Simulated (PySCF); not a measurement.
C4H7FSi, SMILES C=C=C(F)[SiH2]C. Atoms are numbered in the order given.

```xyz
13

C      2.8929     0.2513     0.5080
C      1.6981     0.0529     0.0066
C      0.4683    -0.1538    -0.4136
F      0.1829    -0.1678    -1.7520
Si    -1.0454    -0.4376     0.6742
C     -2.3581     0.8249     0.2299
H      3.2554     1.2597     0.7452
H      3.5793    -0.5834     0.7002
H     -0.6071    -0.3321     2.0965
H     -1.5566    -1.8184     0.4128
H     -2.0234     1.8456     0.4720
H     -2.5658     0.7814    -0.8510
H     -3.2993     0.6316     0.7683
```
Charge 0, spin multiplicity 1.

The structure is a stationary point at r2SCAN-D4/def2-SVP. This is a generated structure with no PubChem entry under its InChIKey; it may be hypothetical. The values are those of a single conformer.

Two levels are set side by side: PBE/pcSseg-1 (PySCF) and PBE0/pcSseg-1 (PySCF). GIAO shifts against CFCl3 (¹⁹F), TMS (²⁹Si), TMS (¹H), TMS (¹³C) at the same level; non-relativistic, no solvent, atoms listed together averaged. Differences are taken from unrounded values.

```csv
quantity,PBE0,PBE,PBE minus PBE0
δ(¹³C) of C1 (ppm),96.2,94.6,-1.6
δ(¹³C) of C2 (ppm),222.9,219.7,-3.2
δ(¹³C) of C3 (ppm),147.1,147.9,0.8
δ(¹⁹F) of F4 (ppm),-180.8,-189.3,-8.5
δ(²⁹Si) of Si5 (ppm),-41.3,-44.4,-3.1
δ(¹³C) of C6 (ppm),-5.4,-5.6,-0.2
"δ(¹H) of H7, H8 (ppm)",5.94,5.90,-0.04
```

Rough cost on one machine, each run with all the roots and properties that it gave: PBE0 against PBE within a factor of 2.
